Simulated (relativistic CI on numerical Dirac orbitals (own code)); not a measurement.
## Pt⁴⁺: resonant inelastic scattering at the L2,3 edge

Computed with this model: Dirac-Coulomb-Breit CI, KLI orbitals optimised for each configuration, a model potential for QED, valence Slater integrals scaled by 0.9, Kramers-Heisenberg scattering through one core-hole configuration in a parametric crystal field; configurations [Xe] 4f14 5d6 → [He] 2s2 2p5 3s2 3p6 3d10 4s2 4p6 4d10 4f14 5s2 5p6 5d7; 10 K; core-hole width 3 eV; summed over polarisations. Incident energies are the highest absorption maxima for each field (at most a few, so the weaker spin-orbit partner edge can be absent), on the computed scale of the free ion. Intensities are in per cent of the strongest line above 0.02 eV; levels within 1 cm⁻¹ are merged; final levels count from the ground level, the first row holds all elastic scattering, lines under 0.4 are left out and each table stops after 24 rows. The scale of the Slater integrals is a model choice and moves the terms in proportion.

Field parameters in Wybourne normalisation: D4h B²₀ = −7Ds, B⁴₀ = 21(Dq − Dt), B⁴₄ = 21√(5/14) Dq. The field is a parameter set, without covalency.

S is read from ⟨S²⟩ = S(S + 1).

D4h, 10Dq = 43100, Ds = -1500, Dt = -360 cm⁻¹:

| Final level (eV) | Degeneracy | Irrep | S | 11566.5 eV | 13277.1 eV |
| --- | --- | --- | --- | --- | --- |
| 0.000 | 1 | A1 | 0.16 | 612.8 | 31.2 |
| 3.649 | 1 | A1 | 1.04 | 1.9 | 0.3 |
| 3.842 | 1 | A2 | 0.98 | 38.9 | 0.5 |
| 3.879 | 2 | E | 1.00 | 31.0 | 0.8 |
| 4.360 | 1 | B1 | 1.04 | 5.0 | 2.6 |
| 4.418 | 1 | B2 | 1.03 | 3.1 | 0.5 |
| 4.571 | 2 | E | 1.04 | 22.6 | 1.6 |
| 4.786 | 1 | A1 | 1.03 | 27.7 | 17.8 |
| 4.917 | 2 | E | 0.91 | 100.0 | 1.4 |
| 5.113 | 1 | B1 | 1.02 | 2.2 | 4.7 |
| 5.206 | 1 | B2 | 1.04 | 21.8 | 6.4 |
| 5.317 | 1 | A2 | 0.66 | 57.6 | 4.1 |
| 5.579 | 1 | A1 | 1.04 | 17.0 | 15.5 |
| 5.665 | 1 | A2 | 0.82 | 4.6 | 13.4 |
| 5.708 | 2 | E | 0.57 | 56.0 | 25.9 |
| 6.173 | 2 | E | 1.02 | 35.6 | 15.7 |
| 6.253 | 1 | B1 | 1.01 | 2.2 | 4.8 |
| 6.845 | 2 | E | 0.26 | 54.6 | 14.3 |
| 7.189 | 2 | E | 1.91 | 0.1 | 0.4 |
| 7.662 | 1 | B2 | 0.22 | 26.4 | 4.4 |
| 7.742 | 2 | E | 1.93 | 0.1 | 0.5 |

D4h, 10Dq = 43100, Ds = -860, Dt = -360 cm⁻¹:

| Final level (eV) | Degeneracy | Irrep | S | 11566.5 eV | 13277.1 eV |
| --- | --- | --- | --- | --- | --- |
| 0.000 | 1 | A1 | 0.16 | 678.4 | 34.5 |
| 3.771 | 1 | A1 | 1.04 | 2.4 | 0.6 |
| 3.961 | 2 | E | 1.01 | 26.6 | 0.5 |
| 4.026 | 1 | A2 | 0.95 | 44.9 | 0.2 |
| 4.301 | 1 | B1 | 1.05 | 4.2 | 1.7 |
| 4.409 | 1 | B2 | 1.03 | 4.6 | 0.2 |
| 4.527 | 2 | E | 1.01 | 44.5 | 0.6 |
| 4.866 | 1 | A1 | 1.04 | 33.2 | 20.3 |
| 4.980 | 2 | E | 0.94 | 100.0 | 1.9 |
| 5.264 | 1 | B1 | 1.02 | 4.0 | 7.6 |
| 5.284 | 1 | A2 | 0.77 | 57.5 | 2.3 |
| 5.357 | 1 | B2 | 1.04 | 21.7 | 7.3 |
| 5.526 | 1 | A1 | 1.03 | 15.6 | 15.5 |
| 5.662 | 1 | A2 | 0.74 | 7.2 | 17.2 |
| 5.762 | 2 | E | 0.76 | 59.2 | 23.8 |
| 5.978 | 2 | E | 0.84 | 38.8 | 27.2 |
| 6.016 | 1 | B1 | 1.00 | 1.8 | 3.8 |
| 6.895 | 2 | E | 0.22 | 56.3 | 10.9 |
| 7.189 | 1 | B2 | 1.90 | 1.2 | 0.0 |
| 7.213 | 2 | E | 1.91 | 0.1 | 0.4 |
| 7.379 | 1 | B2 | 0.28 | 26.6 | 4.7 |

For the first field the strongest loss at the lowest incident energy is the level at 4.92 eV (S = 0.91, against 0.16 in the thermal ground state). Levels of other spin, the first over 8 % at 3.84 eV, appear because spin-orbit coupling of the core hole, and in heavier ions of the valence shell too, mixes spins.
